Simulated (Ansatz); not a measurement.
```xyz
2

Cr    0.0000    0.0000    0.0000
Cr    0.0000    0.0000    2.4000
```

Basis set: pcseg-2 (spherical functions). Charge 0, multiplicity 1.

Computed with Ansatz (development build ahead of 0.2.0); each method stands on the lowest determinant of its kind that the runs found.

The atomization energy at this shape (free ground-state atoms in the same class of orbitals less the molecule, no zero-point energy) of singlet Cr2:

```csv
method,atomization energy
PBE (unrestricted),1.22 eV
```

Task: What does PBE0 (unrestricted) give?

Result: 0.75 eV. Caution: another spin multiplicity may lie lower; the unrestricted determinant is a mixture of spin states.

The shape needn't be a minimum at these levels.
